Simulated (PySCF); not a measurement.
# MI for M along group 12

HF with triple-zeta basis sets in PySCF, for the lowest determinant that a PBE0 search found; no spin–orbit coupling. De refers to high-spin ground-configuration atoms. A positive dipole means M(−)I(+).

| M | basis | reference | state (unpaired electrons) | Re (Å) | ωe (cm⁻¹) | De (eV) | μ (D) |
| --- | --- | --- | --- | --- | --- | --- | --- |
| Zn | def2-TZVPP | UHF | doublet (σ ↑) | 2.543 | 225 | 1.25 | -3.06 |
| Hg | def2-TZVPP | UHF | doublet (σ ↑) | 2.768 | 131 | 0.27 | -3.10 |

(1) The row for M = Cd is missing. Estimate Re, ωe and De as the mean of the rows for Zn and Hg, and compare with the calculation.

Spin–orbit coupling is left out, which matters for elements this heavy, above all for dissociation energies. Hartree–Fock leaves out correlation, which carries a large part of most bond energies and some tenths to 1 eV of ionisation energies. States were picked by a PBE0 search and need not be the measured ground states.

## Answers

(1) The means are 2.655 Å, 178 cm⁻¹ and 0.76 eV. UHF in def2-TZVPP gives CdI as a doublet (σ ↑) with Re = 2.724 Å, ωe = 177 cm⁻¹, De = 1.07 eV, so the estimate is off by -6.8 pm, +1 % and -0.31 eV.
